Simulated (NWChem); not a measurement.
Species: CH$_{3}$F$_{3}$Si; SMILES FC([SiH2]F)F

```xyz
8

F     -0.9140     1.6458     0.0000
Si     0.5587     0.9696     0.0000
C      0.3684    -0.9352     0.0000
F     -0.3171    -1.3371    -1.1010
F     -0.3171    -1.3371     1.1010
H      1.2785     1.3781     1.2347
H      1.2785     1.3781    -1.2347
H      1.3438    -1.4625     0.0000
```
Atoms are numbered in this order, from 1.

All runs: NWChem. Medium grid unless said otherwise, to which SCAN and Minnesota functionals are sensitive. Geometry: optimised at PBE0/def2-SVP. Hybrids' shares of exact exchange are those that their runs print; pure functionals count as 0. The functionals differ in more than this share.

```csv
row,share of exact exchange,highest occupied level (eV)
PBE/def2-SVP,0.00,-6.97
r2SCAN/def2-SVP,0.00,-7.43
B3LYP/def2-SVP,0.20,-8.42
PBE0/def2-SVP,0.25,withheld
PW6B95/def2-SVP,0.28,-8.85
```

Problem. Fit a straight line of the last column on the one before it, predict the withheld value, and compare with the run.

Solution. 
1. Means of the 4 shown rows: x = 0.120, y = -7.918. Slope Σ(x − x̄)(y − ȳ)/Σ(x − x̄)² = -0.3616/0.06080 = -5.947; intercept -7.204.
2. The shown rows scatter about the line by 0.163 (root mean square); the largest residual is +0.23, at PBE/def2-SVP.
3. At x = 0.25 (PBE0/def2-SVP; inside the shown range) the line gives -8.69.
4. The run gives -8.70, -0.01 from the line, 0.1 times the scatter.
